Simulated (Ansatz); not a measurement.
CuPH₃F⁺, that is Cu(PH3)F with one electron fewer. The state is a doublet with charge 1. Geometry r2SCAN-D4/def2-TZVP, that of the neutral singlet; atoms count from 1.

```xyz
6

Cu   -0.810   -0.623    1.028
P     0.360    0.276   -0.456
H     0.497   -0.359   -1.710
H     1.728    0.519   -0.208
H     0.015    1.563   -0.926
F    -1.790   -1.376    2.272
```

Q: Estimate the Mulliken populations from the PBE0/def2-TZVP orbitals of Ansatz.

A: 
```csv
atom,charge (e),spin (α − β),d electrons
Cu1,0.76,0.78,9.41
P2,-0.02,0.00,–
H3,0.20,0.00,–
H4,0.20,0.00,–
H5,0.20,0.00,–
F6,-0.34,0.23,–
```
Mulliken values and Mayer orders depend strongly on the basis.

Q: Where does the spin sit?

A: Summed by element: Cu 0.78, P 0.00, H 0.00, F 0.23, of 1 unpaired in all. Largest on single atoms: Cu1 0.78, F6 0.23, P2 0.00.

Q: And the Mayer bond orders between bonded heavy atoms (over 0.3)?

A: Cu1–P2 0.90 (2.09 Å); Cu1–F6 0.92 (1.75 Å).
